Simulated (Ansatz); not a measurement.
Basis-set extrapolation for C₂H₈BN₃ (PBE0-D4/def2-TZVP geometry, frozen core, the Gaussian-basis code of Ansatz). Multiplicity 1, RHF reference.

```
                      def2-TZVPP   def2-QZVPP
                 HF  -268.494620  -268.507019
    MP2 correlation    -1.064563    -1.136362
CCSD(T) correlation    -1.150819      not run
```

Energies in hartree. Use E(X) = E(∞) + A·exp(−7.88·√X) for Hartree–Fock and E(X) = E(∞) + B·X^(−2.97) for correlation, with X = 3 and 4, and add CCSD(T) minus MP2 of the smaller set to the MP2 limit.

Q: What is the CCSD(T) energy at the basis-set limit?

A: HF limit: -268.507019 + (-0.012399) × 0.13774 = -268.50873. MP2 limit: -1.136362 + (-0.071799) × 0.74074 = -1.18955. Higher-order term: -1.150819 − (-1.064563) = -0.08626. Total: -269.78454 hartree, 3.79 eV below CCSD(T)/def2-TZVPP.
